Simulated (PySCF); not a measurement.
**Mayer bond orders and bond lengths**

Compound: diboron dioxide, B2O2.
Numbering: `[O:1]=[B:2][B:3]=[O:4]`

Structure used (PBE0-D3(BJ)/def2-SVP), in Å, numbered top down from 1:
```xyz
4
B2O2 angstrom
O     -2.0009   -0.0346   -0.5039
B     -0.8132   -0.0118   -0.3411
B      0.8233    0.0175   -0.1170
O      2.0113    0.0385    0.0447
```

Bond orders from the PBE0/pcSseg-1 density (PySCF). Geometry: PBE0-D3(BJ)/def2-SVP; no solvent, vibrations or thermal averaging.

Question: How far do the computed orders between heavy atoms stray from the drawn ones?

Answer: The largest departure is 0.422, at O1–B2 (drawn double, 2.422) and B3–O4 (drawn double, 2.422).

Question: Set the Mayer orders of the bonds beside their lengths.

Answer: 
```
 bond  drawn as  length (Å)  Mayer order
O1–B2    double       1.199        2.422
B2–B3    single       1.652        0.983
B3–O4    double       1.199        2.422
```

Question: Sum the orders of all bonds at each heavy atom with more than one neighbour and set the sums beside the valence in the SMILES.

Answer: B2 3.405 (drawn 3), B3 3.405 (drawn 3). Orders between atoms that aren't bonded are not in these sums.

Mayer orders depend on the basis set.

These values come from a run that also computed NMR shieldings. Hardware: an Arm Neoverse N1 with one thread, on a shared host. Cost: 3.1 s of wall time.
